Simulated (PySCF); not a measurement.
From one molecule to another.

First species: C₅H₈F₃P.
InChI=1S/C5H8F3P/c1-3-4-9(2)5(6,7)8/h3H,1,4H2,2H3

Second species: C₆H₈FNO₂.
Structure used (GFN2-xTB), in Å, numbered top down from 1:
```
atom  x, y, z in Å
C1     1.7065    0.3433   -1.6952
O2     0.4942   -0.3322   -1.4531
C3     0.5220   -1.2136   -0.3580
C4     0.3451   -0.5031    0.9944
C5    -1.0378    0.1176    1.0978
C6    -2.0893   -0.8170    1.3892
N7    -2.8966   -1.5916    1.6191
O8    -1.1481    1.4000    1.6980
C9    -1.3734    1.3463    0.3521
F10   -2.6413    1.5518   -0.0522
H11    1.9728    1.0253   -0.8795
H12    2.5296   -0.3652   -1.8433
H13    1.5576    0.9182   -2.6068
H14    1.4615   -1.7832   -0.3474
H15   -0.3078   -1.9090   -0.5166
H16    0.4808   -1.2247    1.8017
H17    1.0888    0.2873    1.1122
H18   -0.6733    1.8249   -0.3242
```

Levels: PBE0/pcSseg-1 for dipole moment, HOMO energy, LUMO energy and HOMO–LUMO gap; GFN2-xTB for rotational constant A and rotational constant C. Geometries: GFN2-xTB. All species are isolated and taken at one optimised geometry, non-relativistic unless stated. Electronic properties by PySCF.

The conformers computed, where there is a choice (atom-mapped SMILES and torsion angles):
- `[CH2:1]=[CH:2][CH2:3][P:4]([CH3:5])[C:6]([F:7])([F:8])[F:9]`: C1–C2–C3–P4 112°, C2–C3–P4–C5 -77°, C3–P4–C6–F7 169°
- `[CH3:1][O:2][CH2:3][CH2:4][C@@:5]1([C:6]#[N:7])[O:8][C@@H:9]1[F:10]`: C1–O2–C3–C4 81°, O2–C3–C4–C5 65°, C3–C4–C5–C6 77°

(1) Which has the higher dipole moment?

(2) Which of the two has the higher HOMO energy, and by how much?

(3) Which of the two has the higher rotational constant A, and by how much?

(4) Which of the two has the higher HOMO–LUMO gap, and by how much?

(5) Which has the higher rotational constant C?

Answers

(1) The second: 5.76 D against 2.42 D, a difference of 3.34 D.

(2) The first: -7.47 eV against -8.10 eV, a difference of 0.63 eV.

(3) The first: 2.543 GHz against 1.897 GHz, a difference of 0.646 GHz.

(4) The second: 7.90 eV against 7.27 eV, a difference of 0.63 eV.

(5) The second: 0.798 GHz against 0.759 GHz, a difference of 0.039 GHz.

On the first: The dipole equals about 8.1 × 10⁻³⁰ C·m (1 D = 3.33564 × 10⁻³⁰ C·m).

On the second: A dipole of 5.76 D is allowed in C1, and pure rotational transitions are dipole-allowed. The dipole matches unit charges of opposite sign 1.20 Å apart (1 e·Å = 4.8032 D).
